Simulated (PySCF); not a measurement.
CH$_{4}$OZn, charge +1, doublet, at a GFN2-xTB geometry (such geometries of metal compounds can be far from the true shape) (a state made from the parent by changing its charge; the spin is typed, not shown lowest). Base run: HF/def2-SV(P) run with PySCF.

PySCF was given this input:
```python
from pyscf import gto, scf

mol = gto.M(
    atom='''
Zn   -0.016078    0.023276    0.237250
C    -0.172056    1.601588   -1.115319
H    -0.941220    2.274750   -0.737553
H    -0.451812    1.039968   -2.010193
H     0.828400    2.035824   -1.140304
O     0.227740   -1.682999    0.293223
H     0.257393   -2.194353    1.116687
''',
    basis='def2-sv(p)',
    charge=1,
    spin=1,
    verbose=4,
)

mf = scf.UHF(mol)
mf.kernel()
mo_i, mo_e, stable_i, stable_e = mf.stability(internal=True, external=True, return_status=True, nroots=6, tol=1e-6)
print('internally stable:', stable_i, ' externally stable:', stable_e)
if not stable_i:
    umf = mf.copy()
    umf.scf_summary = {}
    umf.kernel(umf.make_rdm1(mo_i, mf.mo_occ))
```

The bond that is stretched is that between atoms 4 and 2. A test that says stable can miss a lower solution.

The base run was repeated with changes; each row names its change, and settings that it needs were set with it.

```
change       ΔE vs base (mEh)  <S^2>   stability test says
-----------  ----------------  -----  --------------------
base                    0.000  0.758                stable
bond × 1.25            31.538  0.759                stable
bond × 1.5             84.513  0.774                stable
bond × 1.8              125.2  1.070                stable
bond × 2.2              142.5  1.220                stable
bond × 3.0              156.8  0.750  internal instability
```

On stretching, the SCF can end on different states; <S^2> shows the spin contamination of each.
